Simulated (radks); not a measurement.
Results of a calculation; reference values are marked as such.
Charge is removed step by step from the 6s1/2 level of the rhenium ion Re+, starting from [Xe] 4f14 5d5 6s1. Level of theory: Dirac Kohn-Sham, PBE, spin-unpolarised, spherical densities, finite nucleus; open shells are shared between the two j in proportion to 2j + 1; Fermi nuclear charge, rms radius 5.3698 fm (a radial shooting solver on a logarithmic mesh with Libxc functionals).

removed (e),E - E(0) (eV),eigenvalue (eV),E minus straight line (eV)
0,0.000,-12.680,0.000
0.25,3.393,-14.469,-0.687
0.5,7.238,-16.296,-0.922
0.75,11.544,-18.159,-0.696
1,16.320,-20.056,0.000

Removing the whole electron costs 16.320 eV by Delta-SCF, against 12.680 eV from minus the eigenvalue at the starting occupation. Slater's transition state (half an electron removed) gives 16.296 eV. Integrating minus the eigenvalue over the occupation (Janak's theorem) gives 16.320 eV. The mean slope of the eigenvalue, de/dn, is 7.38 eV per electron. Ionisation energy of Re+ in the NIST Atomic Spectra Database: 16.6 eV (semi-empirical).

Beside tabulated values, note that spin-unpolarised runs miss the spin-polarisation part of the exchange energy of open shells.
